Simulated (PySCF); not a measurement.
## ZnSe⁺: energy against distance

Set-up: PySCF, no relativity, basis sets Zn pcseg-1, Se pcseg-1. Energies in eV from Zn⁺ + Se in their ground configurations at the same level. State: ²Π (doublet), unpaired electrons π ↑.

| R (Å) | UHF-MP2 |
| --- | --- |
| 1.969 | -0.888 |
| 2.061 | -1.426 |
| 2.153 | -1.709 |
| 2.221 | -1.801 |
| 2.290 | -1.814 |
| 2.359 | -1.755 |
| 2.450 | -1.574 |
| 2.565 | -1.307 |
| 2.702 | -1.027 |
| 2.885 | -0.735 |

Correlated steps freeze 14 core orbitals. Correlated levels converge slowly with the basis: in double zeta they bind strong bonds too weakly, by up to about 1 eV, and carry superposition errors of some tenths. Spin–orbit coupling is left out. For an ion De counts to the pair picked by the measured ionisation energies or electron affinities, which need not be the lowest pair at this level. The state was picked by a PBE0 search and need not be the measured ground state.
